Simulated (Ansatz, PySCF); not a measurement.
Process, species as SMILES: [Br][Ge][Br] -> [Ge][Br] + Br atom (the Br-Ge bond at the site shown breaks; other sites are not compared here)
Each molecule is optimised on its own at B3LYP-D3(BJ)/def2-TZVP (Ansatz, a first-principles code).
Geometry of the first species:
```
Ge
Br 1 2.3672
Br 1 2.3672 2 101.50
```
Charge 0, spin multiplicity 1.

Quantity: bond dissociation energy (enthalpy at 298 K, with B3LYP-D3(BJ) rigid-rotor harmonic-oscillator terms from PySCF), in kcal/mol. Valence correlation only, unless marked. UHF or UKS for open shells. Spin-orbit coupling is left out. Frozen are the shells of the preceding noble gas and the d and f shells that filled before the atom's block. No relativistic terms. Basis-set limits of correlation are two-point, X^-3; Hartree-Fock from the larger set. The bracket is a focal-point correction in the basis named.

```
level                                                     program  bond dissociation energy (kcal/mol)
-------------------------------------------------  --------------  -----------------------------------
B3LYP/def2-TZVPD                                           Ansatz                                 81.4
BHLYP/def2-TZVPD                                           Ansatz                                 77.4
r2SCAN0-D4/def2-TZVPD                              Ansatz + dftd4                                 83.6
CAM-B3LYP/def2-TZVPD                                       Ansatz                                 80.2
LC-wPBE-D3(BJ)/def2-TZVPD                          Ansatz + dftd3                                 80.4
wB97X/def2-TZVPD                                           Ansatz                                 82.6
RPA@PBE/cc-pVQZ                                            Ansatz                                 72.9
MP2/STO-3G                                                 Ansatz                                 85.4
RI-MP2/cc-pVTZ                                             Ansatz                                 84.4
SCS-MP2/STO-3G                                             Ansatz                                 85.8
CCSD/aug-cc-pVDZ                                           Ansatz                                 74.7
CCSD/cc-pVDZ                                               Ansatz                                 72.6
CCSD(T)/6-31G*                                             Ansatz                                 75.6
RI-MP2/CBS(cc-pVTZ,cc-pVQZ)+[CCSD(T)-MP2]/cc-pVDZ          Ansatz                                 85.7
CCSD(T)/CBS(cc-pVTZ,cc-pVQZ)                               Ansatz                                 85.2
```
